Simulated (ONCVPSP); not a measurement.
**Ranking ONCV potentials for O**

All share these settings but for the change named:

```
Element                 : O
Generator               : ONCVPSP 4.0.1
Type                    : optimised norm-conserving Vanderbilt (ONCV)
Functional              : PW91
Relativity              : non-relativistic
Frozen core             : [He]
Valence charge          : 6
Reference configuration : 2s1.75 2p4.25
Partial waves           : 2s: rc 0.70 bohr, ncon 4, nbas 8, qcut 8 1/bohr, 2 projectors, debl 3.6 Ha; 2p: rc 1.10 bohr, ncon 4, nbas 7, qcut 13.5 1/bohr, 1 projector
Local potential         : polynomial inside 0.65 bohr (lpopt 5, dvloc0 4 Ha)
Core correction         : polynomial model core, fcfact 0.55
```

Cutoff: the first of the cutoffs (Ha) at which the residual kinetic energy of the hardest occupied pseudo-wave falls to 1 and 0.1 mHa per electron; the density cutoff is not measured.

The base gives 68 Ha.

Of 8 variants that were run, those that failed, showed a ghost or another fault, or gave nearly equal values are left out.

A variant can come out equal or close to the base.

(1) Rank these variants from softest to hardest (loose cutoff).
A. s: qcut 7.9; p: qcut 13.4
B. s: qcut 6.2; p: qcut 10.5
C. s: qcut 5.1; p: qcut 8.5
D. s: qcut 7.3; p: qcut 12.2
E. s: qcut 11.4; p: qcut 19.3

Answers

(1) E (61 Ha), A (71 Ha), D (90 Ha), B (187 Ha), C (278 Ha).
